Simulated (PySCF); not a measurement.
Compound: C₄H₁₁NOSi₂.
Geometry (PBE0-D3(BJ)/def2-SVP, Å), atoms numbered from 1 in this order:
```xyz
19
C4H11NOSi2 angstrom
C      2.635    0.684   -0.514
C      2.090   -0.347    0.438
O      2.752   -1.291    0.818
Si     0.252   -0.278    1.033
C     -0.799   -1.414   -0.062
C     -2.206   -0.799   -0.199
Si    -2.025    1.083   -0.244
N     -0.565    1.229    0.707
H      3.675    0.446   -0.779
H      2.011    0.727   -1.421
H      2.579    1.685   -0.056
H      0.271   -0.662    2.478
H     -0.306   -1.459   -1.049
H     -0.825   -2.449    0.314
H     -2.749   -1.197   -1.072
H     -2.816   -1.044    0.687
H     -3.185    1.804    0.370
H     -1.870    1.615   -1.638
H     -0.256    2.115    1.092
```

Level: PBE0/pcSseg-1 in PySCF, non-relativistic, on one gas-phase PBE0-D3(BJ)/def2-SVP geometry that isn't relaxed in the solvent. The solvent is an IEF-PCM continuum (van der Waals radii × 1.2). Specific hydrogen bonds and non-electrostatic terms are outside this model.

| run | E − E(gas) (kJ/mol) | HOMO (eV) | HOMO–LUMO gap (eV) | dipole (D) |
| --- | --- | --- | --- | --- |
| gas | 0.00 | -6.55 | 5.56 | 2.65 |
| P | -24.72 | -6.60 | 5.61 | 3.48 |
| Q | -11.46 | -6.56 | 5.58 | 3.02 |

Problem. The runs were made in acetone and benzene. Which run belongs to which solvent?

Solution. P = acetone, Q = benzene. The dielectric constants are 2.271 (benzene), 20.49 (acetone), and the energy falls further as ε rises. In this model the ground state sees the solvent through ε alone.

Problem. How constant is the ratio of the lowering to (ε − 1)/(2ε + 1)?

Solution. 
```json
{"solvent": "benzene", "(ε − 1)/(2ε + 1)": "0.229", "E − E(gas) (kJ/mol)": "-11.46", "ratio (kJ/mol)": "-50.0", "polarisation term (kJ/mol)": "-12.34"}
{"solvent": "acetone", "(ε − 1)/(2ε + 1)": "0.464", "E − E(gas) (kJ/mol)": "-24.72", "ratio (kJ/mol)": "-53.2", "polarisation term (kJ/mol)": "-28.96"}
```

The ratio changes by +6.5 % in size from benzene to acetone. The polarisation term is half the interaction of the solute with the induced surface charges.
